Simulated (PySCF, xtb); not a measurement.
SnCl3I, SMILES [I][Sn]([Cl])([Cl])[Cl].

Harmonic wavenumbers (cm⁻¹) from GFN2-xTB in xtb at its own minimum, in rising order: 71, 71, 92, 92, 92, 195, 282, 314, 315.

Problem. What does PySCF 2.14.0 with PBE0-D3(BJ)/def2-SVP give at its own minimum? (The exact figures need the calculation; the answer reports its results.)

Solution. 76, 76, 113, 113, 114, 218, 373, 401, 401. Paired by order, the mean absolute difference is 40 cm⁻¹ and the zero-point energies are 2.2 and 2.7 kcal/mol.
